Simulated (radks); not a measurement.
Spherical quantum dot in the effective-mass picture: electrons in a hard-walled sphere of radius 7.09, all in effective atomic units (hartree* = m*/eps^2 hartree, bohr* = eps/m* bohr), one dielectric constant everywhere. Calculated with a radial shooting solver with Libxc functionals: non-relativistic Kohn-Sham, LDA (Slater exchange, Perdew-Wang correlation), spin-polarised, spherical densities. Levels are named by radial order and angular momentum (1s, 1p, 1d, 2s, ...), and open shells are averaged over m. Results are scaled to m* = 0.077 and eps = 10, for which hartree* = 20.95 meV and bohr* = 6.872 nm.

N = 24, configuration 1s2 1p6 1d10 1f(up 6, down 0). This is the lowest configuration that the search found. Occupied and some empty levels:

level    occupation  eigenvalue (meV)  <r> (nm)
1s up             1            86.893     35.94
1s down           1            87.546     35.76
1p up             3            87.744     36.41
1p down           3            88.410     36.29
1d up             5            89.353     36.96
1d down           5            90.034     36.89
1f up             6            91.655     37.51
1f down           0            92.348     37.46
1g up             0            94.603     38.02
1g down           0            95.305     37.99
2s up             0            96.895     22.23
2s down           0            97.092     22.05
2p up             0            99.928     25.86
2p down           0            100.21     25.72
2d up             0            103.79     28.17
2d down           0            104.14     28.06

Energy (meV): total 1138.49, kinetic 216.08, external 0, Hartree 1050.1, exchange-correlation -127.67.

Electron density:

r (nm)  n(r) (e/nm^3)
2.70        3.950e-07
6.33        6.278e-07
9.96        1.242e-06
13.6        2.688e-06
17.2        5.875e-06
20.9       0.00001242
24.5       0.00002460
28.1       0.00004458
31.7       0.00007131
35.4       0.00009511
39.0       0.00009563
42.6       0.00005912
46.3       0.00001193
